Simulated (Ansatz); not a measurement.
CH₃FMoS₂, SMILES [CH3][Mo]([F])(=[S])=[S], multiplicity 1.

Geometry: PBE0-D3(BJ)/def2-SVP. The spin state was assumed, not searched. The structure was generated by enumeration; whether it is a known compound was not checked. The def2 effective core potentials stand for the cores of Mo; spin–orbit coupling is left out.

Two levels are set side by side: PBE/def2-SVPD (Ansatz, a quantum-chemistry and plane-wave program) and CAM-B3LYP/def2-SVPD (Ansatz). Energy differences of separate SCF runs at the same geometry; the states with an electron removed or added have multiplicity 2 and 2. Differences are taken from unrounded values.

```
quantity                           CAM-B3LYP
---------------------------------  ---------
vertical ionisation energy (eV)         9.46
vertical electron affinity (eV)         2.17
vertical singlet–triplet gap (eV)       1.87
```

### Question
What does PBE give, and how far is it from CAM-B3LYP? (Estimate from the structure and the level; the computed values follow.)

### Answer

```tsv
quantity	PBE	PBE minus CAM-B3LYP
vertical ionisation energy (eV)	9.32	-0.14
vertical electron affinity (eV)	1.61	-0.56
vertical singlet–triplet gap (eV)	2.22	0.35
```
